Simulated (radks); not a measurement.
Effect of the nuclear size on the rubidium ion Rb14+, [Ar] 3d5. Calculated with a radial shooting solver on a logarithmic mesh with Libxc functionals: Dirac Kohn-Sham, PBE, spin-unpolarised, spherical densities, finite nucleus; open shells are shared between the two j in proportion to 2j + 1; Fermi nuclear charge, rms radius 4.2036 fm. The rms radius is varied about that value; shifts are against it.

\begin{tabular}{lrrrrrrrr}
rms radius (fm) & total energy shift (eV) & density at nucleus (e/bohr^3) & 1s1/2 shift (meV) & 2s1/2 shift (meV) & 3s1/2 shift (meV) & 3p1/2 shift (meV) & 3d5/2 shift (meV) & 4s1/2 (empty) shift (meV) \\ \hline
3.5815 & -0.198 & 5.572e+04 & -84.0 & -8.64 & -1.62 & 0.121 & 0.107 & -0.450 \\
3.9976 & -0.0689 & 5.521e+04 & -29.2 & -3.00 & -0.562 & 0.042 & 0.037 & -0.156 \\
4.2036 & 0 & 5.497e+04 & 0.000 & 0.000 & 0.000 & 0.000 & 0.000 & 0.000 \\
4.5399 & 0.119 & 5.462e+04 & 50.5 & 5.19 & 0.974 & -0.073 & -0.065 & 0.270 \\
4.7459 & 0.196 & 5.442e+04 & 83.2 & 8.56 & 1.60 & -0.120 & -0.106 & 0.445 \\
\end{tabular}

Slopes of the eigenvalues against <r^2> in GHz/fm^2, as finite differences over the two radii next to the reference (eigenvalue slopes, not the field-shift constants of lines): 1s1/2 4160, 2s1/2 428, 3s1/2 80.2, 3p1/2 -5.98, 3d5/2 -5.32, 4s1/2 (empty) 22.3.
